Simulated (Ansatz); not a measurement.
Ti(NH2)Cl3 (TiNCl3H2). Total charge 0; singlet. Geometry r2SCAN-D4/def2-SVP.

```xyz
7

Ti    0.167   -0.084    0.643
N    -0.238    0.136   -1.133
H    -0.070    0.992   -1.661
H    -0.717   -0.563   -1.702
Cl    1.790    1.309    1.088
Cl    0.676   -2.192    0.924
Cl   -1.608    0.403    1.842
```

(1) Estimate the orbital energies around the gap (eV) in Ansatz with BLYP-D4/def2-TZVP, r2SCAN-D4/def2-TZVP, PBE0-D4/def2-SVP, PBE0-D4/def2-TZVP, CAM-B3LYP-D4/def2-TZVP.

## Answers

(1) 
```tsv
orbital	BLYP-D4/def2-TZVP	r2SCAN-D4/def2-TZVP	PBE0-D4/def2-SVP	PBE0-D4/def2-TZVP	CAM-B3LYP-D4/def2-TZVP
HOMO−9	-9.35	-9.98	-10.95	-11.09	-12.48
HOMO−8	-9.08	-9.70	-10.65	-10.79	-12.19
HOMO−7	-8.92	-9.55	-10.51	-10.65	-12.06
HOMO−6	-8.62	-9.19	-10.13	-10.29	-11.74
HOMO−5	-8.55	-9.13	-10.04	-10.21	-11.64
HOMO−4	-8.33	-8.91	-9.81	-9.98	-11.40
HOMO−3	-8.13	-8.69	-9.63	-9.80	-11.25
HOMO−2	-8.04	-8.60	-9.45	-9.63	-10.99
HOMO−1	-7.58	-8.14	-8.95	-9.13	-10.44
HOMO	-6.96	-7.46	-8.36	-8.51	-9.87
LUMO	-3.97	-4.09	-3.17	-3.20	-2.12
LUMO+1	-3.60	-3.74	-2.85	-2.91	-1.87
LUMO+2	-3.24	-3.37	-2.52	-2.58	-1.57
LUMO+3	-2.68	-2.81	-1.96	-2.04	-1.04
LUMO+4	-2.44	-2.52	-1.69	-1.79	-0.81
LUMO+5	-0.69	-0.02	0.02	-0.02	0.63
```
